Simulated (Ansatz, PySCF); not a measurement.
Caution: the restricted solution is unstable towards spin-unrestricted or complex orbitals, so a lower solution exists and this singlet may not be the ground state. This singlet lies 0.57 eV above the relaxed triplet at the level B3LYP/cc-pVTZ // B3LYP-D3(BJ)/def2-TZVP (Ansatz, a quantum-chemistry and plane-wave program); other levels give the other order.

B3LYP has the VWN-RPA correlation part, as in Gaussian. 

Z-matrix (Å, degrees):
```
C
C 1 1.3379
C 1 1.3379 2 125.53
H 2 1.0801 1 127.97 3 -180.00
H 3 1.0801 1 127.97 2 180.00
C 3 1.4774 5 114.79 1 180.00
C 6 1.3379 3 117.23 5 -180.00
C 7 1.3379 6 125.53 3 0.00
H 6 1.0801 7 127.97 8 -180.00
H 8 1.0801 7 127.97 6 180.00
```
Charge 0, spin multiplicity 1.

**Question.** Estimate the LUMO, HOMO–LUMO gap, HOMO, dipole moment and total energy that B3LYP-D3(BJ)/def2-TZVP (PySCF) returns for this input.

**Answer.** 
The LUMO comes out as -3.62 eV, the HOMO–LUMO gap is 2.46 eV and the HOMO comes out as -6.08 eV. The dipole moment is 0.00 D and the total energy is -230.9531 Ha.
